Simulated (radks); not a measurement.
The numbers below are computed, except where a source is named.
Valence configurations of Kr II (all share [Ar]). Level of theory: Dirac Kohn-Sham, LDA (Slater exchange, Perdew-Wang correlation), spin-unpolarised, spherical densities, finite nucleus; open shells fill j = l - 1/2 first; Fermi nuclear charge, rms radius 4.1884 fm (a radial shooting solver on a logarithmic mesh with Libxc functionals). Energies are relative to 3d10 4s2 4p5; eigenvalues in eV.

valence           E (eV)  e(3d3/2)  e(3d5/2)  e(4p1/2)  e(4p3/2)  e(4s1/2)
3d10 4s2 4p5       0.000   -94.274   -92.968   -20.164   -19.430   -34.111
3d10 4s1 4p6      14.770   -95.840   -94.533   -20.839   -20.084   -34.941
3d10 4s1.5 4p5.5   7.363   -95.063   -93.757   -20.505   -19.760   -34.531
3d9 4s2 4p6       79.420   -108.00   -106.63   -22.085   -21.250   -36.823
3d9.5 4s2 4p5.5   38.229   -101.08   -99.741   -21.127   -20.342   -35.477

NIST lists [Ar] 3d10 4s2 4p5 as the ground configuration; this level of theory agrees among the configurations tried. The energies are those of spherical spin-averaged densities, not of single terms.
